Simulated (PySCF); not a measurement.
silylarsine (AsH₅Si), SMILES [SiH3][AsH2].

Geometry: PBE0-D3(BJ)/def2-TZVP.

These are M06-2X/def2-TZVPD (PySCF) values and carry that method's errors.

Isolated molecule, no solvent.

```
Quantity                                                                                                       Result
---------------------------------------------------------------------------------------------  ----------------------
total energy                                                                                      -2528.35123 hartree
point group                                                                                                        Cs
highest occupied level                                                                                       -8.51 eV
lowest empty level                                                                                            0.28 eV
orbital gap                                                                                                   8.79 eV
dipole moment                                                                                                  0.48 D
quadrupole, principal values (traceless, Buckingham form, about the centre of nuclear charge)   -2.22, 0.64, 1.58 D·Å
mean static polarisability                                                                       64.9 bohr³ (9.62 Å³)
polarisability, principal values                                                               57.1, 57.1, 80.5 bohr³
```
